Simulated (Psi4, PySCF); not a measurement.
ClFSn (SMILES [F][Sn][Cl]), singlet, geometry from GFN2-xTB (such geometries of metal compounds can be far from the true shape) (core potentials on Sn), atoms displaced at random by about 0.03 Å a coordinate. Base run: TPSS/def2-SVP, gradient (PySCF).

The PySCF input:
```python
from pyscf import gto, scf, dft

mol = gto.M(
    atom='''
Sn    0.15180205    0.12801102    0.49676470
F     1.03570651    1.47540924   -0.82768588
Cl   -1.09049665   -1.19908998   -1.05337796
''',
    basis='def2-svp',
    ecp={'Sn': 'def2-svp'},
    verbose=4,
)

mf = dft.RKS(mol)
mf.xc = 'tpss'
mf.kernel()
g = mf.nuc_grad_method()
grad = g.kernel()
```

Programs used: Psi4, PySCF; a row that names a program was run with it.

The coordinate followed is z of atom 3.

Variants of this job, named by their change:

```csv
change,dE/dx (Eh/bohr),net force (Eh/bohr)
base,0.002547,0.000181
finite difference step (bohr) = 0.05; conv_tol = 1e-11,0.002527,-
grids.level = 5; grid_response = on,0.002494,0.000000
code = psi4,0.002154,0.000474
finite difference step (bohr) = 0.01; conv_tol = 1e-11,0.002508,-
grids.level = 0; grid_response = on,-0.000916,0.000000
grids.level = 1; grid_response = off,0.001580,0.001568
grids.level = 0; grid_response = off,-0.000018,0.012109
finite difference step (bohr) = 1e-4; conv_tol = 1e-11,0.002507,-
grid_response = on,0.002507,0.000000
finite difference step (bohr) = 1e-5; conv_tol = 1e-11,0.002507,-
grids.level = 5; grid_response = off,0.002492,0.000102
```

The net force is zero for an exact gradient.
